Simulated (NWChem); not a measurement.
All runs are NWChem calculations. System: H5AlS, charge 0, spin multiplicity 1, at a geometry optimised with PBE/def2-SVP. The structure started from a generated list of species. Level: RHF/STO-3G.

The NWChem input:

```
start mol
memory heap 200 mb stack 900 mb global 1100 mb
geometry units angstroms nocenter noautoz
  Al     0.444460     1.294240     0.000000
  H     -0.247372     1.721225    -1.388211
  H     -0.247372     1.721225     1.388211
  H      2.016307     0.942374     0.000000
  S     -0.493334    -1.120732     0.000000
  H      0.296895    -1.639116    -0.983490
  H      0.296895    -1.639116     0.983490
  symmetry group Cs
end
basis spherical
  * library sto-3g
end
scf
  rhf
  nopen 0
  maxiter 100
  thresh 1e-7
  semidirect memsize 60000000 filesize 0
end
task scf energy
```

Output (cleaned and shortened):

```
             Northwest Computational Chemistry Package (NWChem) 7.3.0
             --------------------------------------------------------

                                NWChem Input Module
                                -------------------

 Scaling coordinates for geometry "geometry" by  1.889725989
 (inverse scale =  0.529177249)

 Turning off AUTOSYM since
 SYMMETRY directive was detected!

                             Geometry "geometry" -> ""
                             -------------------------

 Output coordinates in angstroms (scale by  1.889725989 to convert to a.u.)

  No.       Tag          Charge          X              Y              Z
 ---- ---------------- ---------- -------------- -------------- --------------
    1 Al                  13.0000     0.44446000     1.29424000     0.00000000
    2 H                    1.0000    -0.24737200     1.72122500    -1.38821100
    3 H                    1.0000    -0.24737200     1.72122500     1.38821100
    4 H                    1.0000     2.01630700     0.94237400     0.00000000
    5 S                   16.0000    -0.49333400    -1.12073200     0.00000000
    6 H                    1.0000     0.29689500    -1.63911600    -0.98349000
    7 H                    1.0000     0.29689500    -1.63911600     0.98349000

 Effective nuclear repulsion energy (a.u.)      81.8419662258

            Nuclear Dipole moment (a.u.)
            ----------------------------
        X                 Y               Z
 ---------------- ---------------- ----------------
    -0.0000207870    -0.0000000000     0.0000000000

      Symmetry information
      --------------------

 Group name             Cs
 Group number              2
 Group order               2
 No. of unique centers     5

      Symmetry unique atoms

     1    2    4    5    6


 Summary of "ao basis" -> "" (spherical)
 ------------------------------------------------------------------------------
       Tag                 Description            Shells   Functions and Types
 ---------------- ------------------------------  ------  ---------------------
 *                           sto-3g                   on all atoms
[...]
              MO Center=  1.0D+00,  1.2D+00,  3.1D-15, r^2= 2.4D+00
   Bfn.  Coefficient  Atom+Function         Bfn.  Coefficient  Atom+Function
  ----- ------------  ---------------      ----- ------------  ---------------
    12      0.625819  4 H  s                  7      0.350185  1 Al px
    10     -0.321870  2 H  s                 11     -0.321870  3 H  s
     3     -0.186431  1 Al px

 Vector   17  Occ=2.000000D+00  E=-3.046547D-01  Symmetry=a"
              MO Center= -7.3D-02,  1.6D+00, -1.6D-15, r^2= 2.3D+00
   Bfn.  Coefficient  Atom+Function         Bfn.  Coefficient  Atom+Function
  ----- ------------  ---------------      ----- ------------  ---------------
    10      0.545374  2 H  s                 11     -0.545374  3 H  s
     9     -0.378712  1 Al pz                 5      0.200885  1 Al pz

 Vector   18  Occ=0.000000D+00  E= 3.848757D-01  Symmetry=a"
              MO Center= -1.5D-01, -1.3D+00,  5.2D-16, r^2= 1.6D+00
   Bfn.  Coefficient  Atom+Function         Bfn.  Coefficient  Atom+Function
  ----- ------------  ---------------      ----- ------------  ---------------
    21      1.021170  5 S  pz                22      0.719837  6 H  s
    23     -0.719837  7 H  s                 17     -0.273161  5 S  pz

 Vector   19  Occ=0.000000D+00  E= 4.159028D-01  Symmetry=a'
              MO Center=  2.8D-01,  7.8D-01,  1.2D-16, r^2= 2.0D+00
   Bfn.  Coefficient  Atom+Function         Bfn.  Coefficient  Atom+Function
  ----- ------------  ---------------      ----- ------------  ---------------
     8      0.942810  1 Al py                20      0.484497  5 S  py
     6     -0.383261  1 Al s                  4     -0.364960  1 Al py
     7      0.295597  1 Al px

 Vector   20  Occ=0.000000D+00  E= 4.492545D-01  Symmetry=a'
              MO Center=  1.3D-01, -1.3D+00,  4.0D-16, r^2= 1.9D+00
   Bfn.  Coefficient  Atom+Function         Bfn.  Coefficient  Atom+Function
  ----- ------------  ---------------      ----- ------------  ---------------
    19      0.770639  5 S  px                22     -0.772604  6 H  s
    23     -0.772604  7 H  s                 18      0.761812  5 S  s
    20     -0.436360  5 S  py                 8      0.220999  1 Al py
    15     -0.201029  5 S  px

 center of mass
 --------------
 x =  -0.04868925 y =   0.00601584 z =   0.00000000

 moments of inertia (a.u.)
 ------------------
         369.495540499152        -118.841825388898           0.000000000000
        -118.841825388898          83.210353074969           0.000000000000
           0.000000000000           0.000000000000         411.038273762115

  Mulliken analysis of the total density
  --------------------------------------

    Atom       Charge   Shell Charges
 -----------   ------   -------------------------------------------------------
    1 Al  13    12.23   2.00  1.98  5.81  1.00  1.44
    2 H    1     1.31   1.31
    3 H    1     1.31   1.31
    4 H    1     1.31   1.31
    5 S   16    15.86   2.00  2.00  5.96  1.85  4.06
    6 H    1     0.99   0.99
    7 H    1     0.99   0.99

       Multipole analysis of the density wrt the origin
       ------------------------------------------------

     L   x y z        total         open         nuclear
     -   - - -        -----         ----         -------
     0   0 0 0     -0.000000      0.000000     34.000000

     1   1 0 0      0.030161      0.000000     -0.000021
     1   0 1 0     -1.331152      0.000000     -0.000000
     1   0 0 1     -0.000000      0.000000      0.000000

     2   2 0 0    -21.471718      0.000000     38.661446
     2   1 1 0     -0.469549      0.000000     58.564294
     2   1 0 1     -0.000000      0.000000      0.000000
     2   0 2 0    -17.953608      0.000000    193.048484
     2   0 1 1     -0.000000      0.000000      0.000000
     2   0 0 2    -20.203413      0.000000     20.672051

 Task  times  cpu:        0.1s     wall:        0.1s

 Total times  cpu:        0.1s     wall:        0.1s
```
